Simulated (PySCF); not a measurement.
SMILES [CH3][SnH2][F] (CH5FSn) at its B3LYP/def2-SVP optimised geometry (Å):

```
8

Sn     0.1228    -0.7522     0.0000
C     -0.7608     1.2154     0.0000
F     -0.3697    -1.5460     1.7199
H     -0.5441    -1.8192    -1.1741
H      1.8435    -0.7522     0.0000
H     -0.3132     1.8192     0.8019
H     -0.5818     1.7062    -0.9683
H     -1.8435     1.1280     0.1683
```

Computed with B3LYP/def2-TZVP, def2 effective core potentials past Kr in PySCF. The core electrons that the potentials of Sn replace are not part of the density. Cells within 0.4 Å of a nucleus heavier than hydrogen are left out (blank, or x).

Map of the electrostatic potential (hartree/e), clipped to [-0.08, 0.12] on the plane z = 0.0 Å:

```
|01111111111111111111111111111|
|11111111111111111111111111111|
|11111111111111111111111111111|
|11111111111111111111111111111|
|11111111111112211111111111111|
|11111111112333222111111111111|
|11111122246886432221111111111|
|11112234699999953222111111111|
|11123489999999973222211111111|
|11224799999xx9994332221111111|
|1122499999xxx9996433221111111|
|11224899999x99998754321111110|
|11223599999999999985321111100|
|11122356799999999997432111000|
|11112234579999999999974211000|
|11112234599999999999999421000|
|11111234699999xx9999999721000|
|01111224699999xx9999999821000|
|00111123699999999999999521000|
|00011122489999999999995210000|
|00000112359999999998532110000|
|00000011235999999995321100000|
|00000000112469999864211000000|
|00000000001234565532211000000|
|00000000000112233322110000000|
|00000000000001111111110000000|
|00000000000000011111000000000|
|00000000000000000000000000000|
|00000000000000000000000000000|
```
Scale: ten equal steps from -0.009 (start of '0') to 0.120 (end of '9'), in the order '0123456789'; x runs from -4.00 to 4.00, y from -4.00 (bottom) to 4.00 (top).
